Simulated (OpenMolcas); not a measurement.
**F IV: from CASSCF to CASPT2**

| Property | Result |
| --- | --- |
| Program | OpenMolcas 26.06 |
| Basis | ANO-L-VDZP [3s2p1d] |
| Scalar Hamiltonian | non-relativistic, point nucleus |
| Active space | 4 electrons in 4 orbitals (2s 2p) |
| State averaging | 2S+1 = 3 even, 3 roots; 2S+1 = 1 even, 6 roots; 2S+1 = 5 odd, 1 root; 2S+1 = 3 odd, 5 roots |
| Spin-orbit coupling | RASSI with atomic mean-field integrals over the reference wave functions, term energies averaged over their components |

Methods on the same reference wave functions:
A. CASSCF
B. SS-CASPT2, IPEA 0.25 Eh, imaginary shift 0.1 Eh (closed shells correlated: 1s)

Energies in cm⁻¹ above 2s² 2p² ³P₀, the measured ground level; measured values from Moore, Atomic Energy Levels, vol. I, NSRDS-NBS 35 (1971 reprint of NBS Circular 467, 1949).

| Level | A | B | Measured |
| --- | --- | --- | --- |
| 2s² 2p² ³P₀ | 0.0 | 0.0 | 0.0 |
| 2s² 2p² ³P₁ | 202 | 202 | 225 |
| 2s² 2p² ³P₂ | 591 | 591 | 613 |
| 2s² 2p² ¹D₂ | 26787 | 26010 | 25241 |
| 2s² 2p² ¹S₀ | 48803 | 53330 | 53544 |
| 2s 2p³ ⁵S°₂ | 63678 | 70740 |  |

Deviations, from unrounded energies. A percentage is the sum of absolute deviations over the sum of measured energies, with the sign that they share, or ± where signs differ.

| Against measurement | Levels | A | B |
| --- | --- | --- | --- |
| mean absolute deviation (cm-1) | 4 | 1600 | 260 |
| fine structure of the ground term (%) | 2 | -5.3 | -5.5 |
| other terms of the ground configuration (%) | 2 | ±8.0 | ±1.3 |

B lies closest to measurement on these levels. The largest miss of B in the table is 2s² 2p² ¹D₂, by +770 cm-1. The ranking rests on the paired levels alone, and a cruder setting can come out closer through cancelling errors.

From A to B the spin-free energies of the other terms of 2s² 2p² shown, above ³P, scale by factors of 0.97 to 1.09.

The lowest spin-free term lies below A's lowest term by 0.047 hartree in B.

The basis is small and was not contracted for so high a charge. Measured partners are found by configuration, term and J. A level has none where our copy of the source lacks it or the pairing is in doubt (some pairs that miss far off the trend of their configuration count as doubtful), and it then counts in no deviation. Only configurations of the active space appear. The table leaves out levels that lie high or whose names do not pair safely across all columns.

° marks odd parity.
